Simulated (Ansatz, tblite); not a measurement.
Forces on the cluster Li₄Te₂⁺ at its PBE-D4/def2-SVP geometry. Total charge 1; doublet.

In the def2 sets Te takes a core potential; there is no spin–orbit coupling. The xTB rows come from tblite. Another isomer (doublet) lies 0.52 eV lower at PBE0-D4/def2-TZVP; other spin states weren't run for this one.

GFN1-xTB (tblite), largest force 0.81 eV/Å:

```xyz
6
positions Å, forces eV/Å
Li    1.417   -0.730   -0.144   -0.727    0.345    0.078
Li   -0.806   -0.715   -4.474    0.118    0.096    0.744
Li   -1.475    0.612    0.176    0.733   -0.331   -0.080
Li    0.903    0.905    4.422   -0.160   -0.174   -0.726
Te   -0.413   -0.400   -2.004   -0.048   -0.038   -0.377
Te    0.374    0.328    2.024    0.084    0.102    0.361
```

GFN2-xTB (tblite), largest force 0.41 eV/Å:

```
Li 0.138 -0.065 -0.019
Li -0.036 -0.026 -0.234
Li -0.139 0.066 0.021
Li 0.050 0.057 0.220
Te -0.082 -0.089 -0.393
Te 0.069 0.058 0.404
```

PBE-D4/def2-TZVP (Ansatz), largest force 0.04 eV/Å:

```
Li -0.032 0.010 0.002
Li -0.001 0.001 -0.010
Li 0.028 -0.017 0.001
Li 0.002 0.004 0.005
Te 0.011 0.006 0.036
Te -0.008 -0.004 -0.035
```
